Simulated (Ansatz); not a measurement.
Ansatz (an electronic-structure program) input:
A basis named .json is the Basis Set Exchange file of that set.

Ansatz 0.2 input:
```yaml
crystal:
  periodic: [false, false, false]
  atoms:
    - {symbol: C, position_ang: [2.50068090, 0.36772671, 0.19387366]}
    - {symbol: C, position_ang: [1.32610178, -0.17948901, -0.61450115]}
    - {symbol: C, position_ang: [-0.05302169, 0.36981872, -0.18120459]}
    - {symbol: Si, position_ang: [-1.41055584, -0.21309440, -1.34942934]}
    - {symbol: Si, position_ang: [-0.49156790, -0.03742591, 1.60718993]}
    - {symbol: H, position_ang: [3.44944369, -0.00598379, -0.19553057]}
    - {symbol: H, position_ang: [2.43888409, 0.07922452, 1.24494633]}
    - {symbol: H, position_ang: [2.52702305, 1.45905124, 0.15323879]}
    - {symbol: H, position_ang: [1.31658747, -1.27162763, -0.54313935]}
    - {symbol: H, position_ang: [1.48868891, 0.05043934, -1.67203583]}
    - {symbol: H, position_ang: [-0.04154989, 1.46496264, -0.25840346]}
    - {symbol: H, position_ang: [-1.64038592, -1.66983148, -1.18289255]}
    - {symbol: H, position_ang: [-1.00980184, 0.03469049, -2.75725228]}
    - {symbol: H, position_ang: [-2.68174856, 0.49950951, -1.08015449]}
    - {symbol: H, position_ang: [-1.93012800, 0.22624431, 1.85444359]}
    - {symbol: H, position_ang: [0.29150188, 0.76600924, 2.57659065]}
    - {symbol: H, position_ang: [-0.22134825, -1.47374237, 1.86253355]}
basis:
  gaussian:
    orbitals: aug-cc-pV_D+d_Z.json
magnetization: {spin_polarized: false}
correlation: {method: ccsd_t, electrons: outside_noble_gas}
output: {forces: true}
```

Problem. What final total energy does it print?

Solution. -699.26077 Eh (CCSD(T)/aug-cc-pV(D+d)Z). The basis has 241 functions.
